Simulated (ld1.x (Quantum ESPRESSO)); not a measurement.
## Reading a pseudo-wave (Ge)

Columns: radius, all-electron u(r) and pseudo u(r) of the 4p shell (level -4.05 eV) of germanium in the configuration [Ar] 3d10 4s2 4p2; LDA (PZ), scalar-relativistic, PAW scheme, ld1.x (Quantum ESPRESSO) 7.5.

```tsv
r (bohr)	all-electron	pseudo
0.113	0.1505	0.0061
0.225	-0.0003	0.0241
0.338	-0.1804	0.0531
0.450	-0.2499	0.0914
0.563	-0.2227	0.1376
0.675	-0.1402	0.1888
0.788	-0.0331	0.2435
0.900	0.0775	0.2986
1.013	0.1832	0.3530
1.125	0.2771	0.4037
1.238	0.3589	0.4504
1.350	0.4269	0.4912
1.463	0.4830	0.5264
1.575	0.5272	0.5551
1.688	0.5616	0.5782
1.800	0.5868	0.5956
1.913	0.6043	0.6081
2.025	0.6149	0.6161
2.138	0.6200	0.6201
2.250	0.6202	0.6202
2.363	0.6163	0.6163
2.475	0.6091	0.6091
2.588	0.5991	0.5991
2.700	0.5870	0.5870
2.813	0.5730	0.5730
2.925	0.5577	0.5577
```

(1) How many radial nodes do the two functions have?

(2) At about which radius was the pseudo-wave matched?

(3) Is the pseudo-wave norm-conserving?

Results:

(1) The all-electron 4p function has n − l − 1 = 2; the pseudo-wave has 0, since the states of the same l below it are removed with the core.

(2) 2.25 bohr, where the columns begin to agree (steps of 0.11 bohr).

(3) No, it belongs to a PAW set: the norm inside the radius is not constrained, and the difference is carried by the augmentation charge.
